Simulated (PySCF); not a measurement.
PySCF job for C4H6BFO, SMILES FB1CC=CCO1, TDA-PBE/def2-SVPD. Geometry optimised at B3LYP-D3(BJ)/def2-SVP. The structure was generated by enumeration, and PubChem lists no compound with its InChIKey, so it may never have been made. Other conformers were not sampled.

```python
import numpy as np
from pyscf import gto, scf, dft, tdscf

mol = gto.M(
    atom='''
    F     0.09241103    2.34488855    0.00000000
    B     0.01335766    1.01214341    0.00000000
    C    -1.38322855    0.28818076   -0.00000000
    C    -1.22485640   -1.20825845   -0.00000000
    C    -0.02665626   -1.80220482   -0.00000000
    C     1.28285770   -1.06822005   -0.00000000
    O     1.18457080    0.34721246   -0.00000000
    H    -1.97566225    0.62579510    0.87219676
    H    -1.97566225    0.62579510   -0.87219677
    H    -2.12704493   -1.82999128    0.00000000
    H     0.05331310   -2.89449747    0.00000000
    H     1.88065172   -1.36324991    0.88239015
    H     1.88065172   -1.36324991   -0.88239014
    ''',
    basis='def2-SVPD',
    charge=0,
    spin=0,
    symmetry=True,
    max_memory=1600,
    verbose=4,
)
mf = dft.RKS(mol, xc='pbe').density_fit(auxbasis='def2-universal-jkfit')
mf.grids.level = 3
mf.conv_tol = 1e-9
mf.max_cycle = 100
mf.kernel()
mf.grids = dft.Grids(mol).set(level=1).build(with_non0tab=True)  # coarser grid for the response kernel
td = tdscf.TDA(mf)
td.singlet = True
td.nstates = 10
td.conv_tol = 1e-4
td.positive_eig_threshold = 1e-6
td.kernel(x0=td.get_init_guess(mf, 15))
td.analyze()
tt = tdscf.TDA(mf)
tt.singlet = False
tt.nstates = 4
tt.conv_tol = 1e-4
tt.positive_eig_threshold = 1e-6
tt.kernel(x0=tt.get_init_guess(mf, 9))
tt.analyze(verbose=3)
```

Output:

```
PySCF version 2.14.0

[INPUT] verbose = 4
[INPUT] num. atoms = 13
[INPUT] num. electrons = 52
[INPUT] charge = 0
[INPUT] spin (= nelec alpha-beta = 2S) = 0
[INPUT] symmetry True subgroup None
[INPUT] Mole.unit = angstrom
[INPUT] Symbol           X                Y                Z      unit          X                Y                Z       unit  Magmom
[INPUT]  1 F      0.092411030000   2.344888550000   0.000000000000 AA    0.174631537589   4.431197152128   0.000000000000 Bohr   0.0
[INPUT]  2 B      0.013357660000   1.012143410000   0.000000000000 AA    0.025242319065   1.912673843683   0.000000000000 Bohr   0.0
[INPUT]  3 C     -1.383228550000   0.288180760000   0.000000000000 AA   -2.613923127179   0.544582710769   0.000000000000 Bohr   0.0
[INPUT]  4 C     -1.224856400000  -1.208258450000   0.000000000000 AA   -2.314643137921  -2.283277558191   0.000000000000 Bohr   0.0
[INPUT]  5 C     -0.026656260000  -1.802204820000   0.000000000000 AA   -0.050373030905  -3.405673530171   0.000000000000 Bohr   0.0
[INPUT]  6 C      1.282857700000  -1.068220050000   0.000000000000 AA    2.424249709789  -2.018643335269   0.000000000000 Bohr   0.0
[INPUT]  7 O      1.184570800000   0.347212460000   0.000000000000 AA    2.238514387157   0.656136456437   0.000000000000 Bohr   0.0
[INPUT]  8 H     -1.975662250000   0.625795100000   0.872196760000 AA   -3.733460567142   1.182581349095   1.648213003133 Bohr   0.0
[INPUT]  9 H     -1.975662250000   0.625795100000  -0.872196770000 AA   -3.733460567142   1.182581349095  -1.648213022030 Bohr   0.0
[INPUT] 10 H     -2.127044930000  -1.829991280000   0.000000000000 AA   -4.019532372345  -3.458182329542   0.000000000000 Bohr   0.0
[INPUT] 11 H      0.053313100000  -2.894497470000   0.000000000000 AA    0.100747157852  -5.469807486546   0.000000000000 Bohr   0.0
[INPUT] 12 H      1.880651720000  -1.363249910000   0.882390150000 AA    3.553916686492  -2.576168969238   1.667475718514 Bohr   0.0
[INPUT] 13 H      1.880651720000  -1.363249910000  -0.882390140000 AA    3.553916686492  -2.576168969238  -1.667475699617 Bohr   0.0

nuclear repulsion = 283.37219656474
point group symmetry = Cs
symmetry origin: [ 7.26817820e-10 -1.81704433e-09  0.00000000e+00]
symmetry axis x: [ 1.00000000e+00 -2.27918541e-09  6.64970514e-10]
symmetry axis y: [-2.27918541e-09 -1.00000000e+00  1.90679796e-10]
symmetry axis z: [ 6.64970513e-10 -1.90679696e-10 -1.00000000e+00]
num. orbitals of irrep A' = 130
num. orbitals of irrep A" = 64
number of shells = 82
number of NR pGTOs = 276
number of NR cGTOs = 194
basis = def2-SVPD
ecp = {}


******** <class 'pyscf.df.df_jk.DFSymAdaptedRKS'> ********
method = DFSymAdaptedRKS
initial guess = minao
damping factor = 0
level_shift factor = 0
DIIS = <class 'pyscf.scf.diis.CDIIS'>
diis_start_cycle = 1
diis_space = 8
diis_damp = 0
SCF conv_tol = 1e-09
SCF conv_tol_grad = None
SCF max_cycles = 100
direct_scf = False
XC library pyscf.dft.libxc version 7.1.2
    S. Lehtola, C. Steigemann, M. J. T. Oliveira, and M. A. L. Marques,  SoftwareX 7, 1–5 (2018)
XC functionals = pbe
    J. P. Perdew, K. Burke, and M. Ernzerhof,  Phys. Rev. Lett. 77, 3865 (1996)
    J. P. Perdew, K. Burke, and M. Ernzerhof,  Phys. Rev. Lett. 78, 1396 (1997)
    J. P. Perdew, K. Burke, and M. Ernzerhof,  Phys. Rev. Lett. 77, 3865 (1996)
    J. P. Perdew, K. Burke, and M. Ernzerhof,  Phys. Rev. Lett. 78, 1396 (1997)
radial grids:
    Treutler-Ahlrichs [JCP 102, 346 (1995); DOI:10.1063/1.469408] (M4) radial grids

becke partition: Becke, JCP 88, 2547 (1988); DOI:10.1063/1.454033
pruning grids: <function nwchem_prune>
grids dens level: 3
symmetrized grids: True
atomic radii adjust function: <function treutler_atomic_radii_adjust>
small_rho_cutoff = 0
Freeze 0 electrons in irreps []
    52 free electrons in irreps A' A"
Set gradient conv threshold to 3.16228e-05
Initial guess from minao.
tot grids = 157712
init E= -356.014264930154
HOMO (A") = -0.297104874074149  LUMO (A") = -0.0939580830202476  gap/eV = 5.52791
cycle= 1 E= -355.260293426327  delta_E= 0.754  |g|= 0.783  |ddm|= 7.71
HOMO (A') = -0.138027415141647  LUMO (A') = 0.0058166990752988  gap/eV = 3.91420
cycle= 2 E= -354.935184359531  delta_E= 0.325  |g|=  1.5  |ddm|= 2.83
HOMO (A") = -0.218014866567923  LUMO (A") = -0.0238229828374226  gap/eV = 5.28423
cycle= 3 E= -355.377393567471  delta_E= -0.442  |g|= 0.229  |ddm|= 1.83
HOMO (A") = -0.232145022886167  LUMO (A") = -0.0368971436837772  gap/eV = 5.31297
cycle= 4 E= -355.387943008447  delta_E= -0.0105  |g|= 0.0698  |ddm|= 0.391
HOMO (A") = -0.23075793756386  LUMO (A") = -0.0350398912725608  gap/eV = 5.32576
cycle= 5 E= -355.388741906341  delta_E= -0.000799  |g|= 0.025  |ddm|= 0.124
HOMO (A") = -0.229164111981704  LUMO (A") = -0.0336026050191001  gap/eV = 5.32150
cycle= 6 E= -355.388835737173  delta_E= -9.38e-05  |g|= 0.00987  |ddm|= 0.0395
HOMO (A") = -0.229635573654895  LUMO (A") = -0.0340752376699102  gap/eV = 5.32147
cycle= 7 E= -355.388856825857  delta_E= -2.11e-05  |g|= 0.00158  |ddm|= 0.0209
HOMO (A") = -0.229618031399911  LUMO (A") = -0.0340516223956938  gap/eV = 5.32163
cycle= 8 E= -355.388857126888  delta_E= -3.01e-07  |g|= 0.00113  |ddm|= 0.00368
HOMO (A") = -0.229616875067819  LUMO (A") = -0.0340574687628399  gap/eV = 5.32144
cycle= 9 E= -355.388857460726  delta_E= -3.34e-07  |g|= 0.000162  |ddm|= 0.00157
HOMO (A") = -0.229632695950441  LUMO (A") = -0.0340713320903003  gap/eV = 5.32150
cycle= 10 E= -355.388857466691  delta_E= -5.97e-09  |g|= 6.19e-05  |ddm|= 0.0004
HOMO (A") = -0.229629279850979  LUMO (A") = -0.0340675948094536  gap/eV = 5.32150
cycle= 11 E= -355.388857467483  delta_E= -7.92e-10  |g|= 2.88e-05  |ddm|= 0.000178
HOMO (A") = -0.229629335504667  LUMO (A") = -0.0340680048944959  gap/eV = 5.32149
Extra cycle  E= -355.388857467173  delta_E= 3.09e-10  |g|= 4.86e-05  |ddm|= 0.000111
converged SCF energy = -355.388857467173
tot grids = 51216
Overwritten attributes  positive_eig_threshold  of <class 'pyscf.tdscf.rks.TDA'>


******** <class 'pyscf.tdscf.rks.TDA'> for <class 'pyscf.df.df_jk.DFSymAdaptedRKS'> ********
nstates = 10 singlet
deg_eia_thresh = 1.000e-03
wfnsym = None
conv_tol = 0.0001
eigh lindep = 1e-12
eigh level_shift = 0
eigh max_cycle = 100


Excitation energies (eV)
[5.95448592 6.04343387 6.33094362 6.72980657 6.73663316 6.9349763
 7.0269998  7.21846037 7.5769876  7.65745995]

** Singlet excitation energies and oscillator strengths **
Excited State   1:   A"      5.95449 eV    208.22 nm  f=0.0003
      26 -> 28       -0.70666
Excited State   2:   A'      6.04343 eV    205.16 nm  f=0.0022
      26 -> 27        0.39591
      26 -> 29        0.57212
Excited State   3:   A"      6.33094 eV    195.84 nm  f=0.0000
      25 -> 27       -0.70530
Excited State   4:   A"      6.72981 eV    184.23 nm  f=0.0008
      26 -> 30        0.70684
Excited State   5:   A'      6.73663 eV    184.04 nm  f=0.1247
      24 -> 27       -0.51599
      26 -> 27       -0.33683
      26 -> 29        0.32398
Excited State   6:   A'      6.93498 eV    178.78 nm  f=0.0084
      25 -> 28        0.70313
Excited State   7:   A"      7.02700 eV    176.44 nm  f=0.0059
      26 -> 31       -0.70619
Excited State   8:   A"      7.21846 eV    171.76 nm  f=0.0023
      25 -> 29        0.70001
Excited State   9:   A"      7.57699 eV    163.63 nm  f=0.0032
      24 -> 28       -0.70526
Excited State  10:   A"      7.65746 eV    161.91 nm  f=0.0151
      26 -> 32       -0.69917

** Transition electric dipole moments (AU) **
state          X           Y           Z        Dip. S.      Osc.
  1         0.0000     -0.0000      0.0416      0.0017      0.0003
  2        -0.0995     -0.0697      0.0000      0.0148      0.0022
  3        -0.0000      0.0000      0.0077      0.0001      0.0000
  4         0.0000      0.0000      0.0681      0.0046      0.0008
  5         0.8281     -0.2646     -0.0000      0.7558      0.1247
  6        -0.1539     -0.1603      0.0000      0.0494      0.0084
  7        -0.0000     -0.0000      0.1844      0.0340      0.0059
  8         0.0000     -0.0000     -0.1137      0.0129      0.0023
  9         0.0000     -0.0000     -0.1304      0.0170      0.0032
 10        -0.0000      0.0000      0.2839      0.0806      0.0151

** Transition velocity dipole moments (imaginary part, AU) **
state          X           Y           Z        Dip. S.      Osc.
  1        -0.0000      0.0000      0.0079      0.0001      0.0002
  2         0.0118     -0.0171      0.0000      0.0004      0.0013
  3        -0.0000     -0.0000     -0.0243      0.0006      0.0017
  4        -0.0000     -0.0000      0.0316      0.0010      0.0027
  5         0.0509     -0.0114     -0.0000      0.0027      0.0073
  6        -0.0334     -0.0399     -0.0000      0.0027      0.0071
  7         0.0000      0.0000      0.0626      0.0039      0.0101
  8         0.0000     -0.0000      0.0131      0.0002      0.0004
  9        -0.0000      0.0000     -0.0393      0.0015      0.0037
 10         0.0000     -0.0000      0.0949      0.0090      0.0213

** Transition magnetic dipole moments (imaginary part, AU) **
state          X           Y           Z
  1         0.3711     -0.2076      0.0000
  2         0.0000     -0.0000      1.0933
  3        -0.3350      0.2915     -0.0000
  4         0.1054     -0.4654      0.0000
  5        -0.0000      0.0000     -0.9911
  6        -0.0000     -0.0000     -0.3708
  7         0.4515      0.1153     -0.0000
  8        -0.2653      0.7852     -0.0000
  9        -0.4667      0.0139     -0.0000
 10        -0.1822     -0.2492     -0.0000


******** <class 'pyscf.tdscf.rks.TDA'> for <class 'pyscf.df.df_jk.DFSymAdaptedRKS'> ********
nstates = 4 triplet
deg_eia_thresh = 1.000e-03
wfnsym = None
conv_tol = 0.0001
eigh lindep = 1e-12
eigh level_shift = 0
eigh max_cycle = 100


Excitation energies (eV)
[4.3840358  5.86007353 5.99621372 6.1208764 ]

** Triplet excitation energies and oscillator strengths **
Excited State   1:   A'      4.38404 eV    282.81 nm  f=0.0000
Excited State   2:   A"      5.86007 eV    211.57 nm  f=0.0000
Excited State   3:   A'      5.99621 eV    206.77 nm  f=0.0000
Excited State   4:   A"      6.12088 eV    202.56 nm  f=0.0000
```

The calculation finished and met its thresholds.

Cost: very roughly 50 core-seconds.
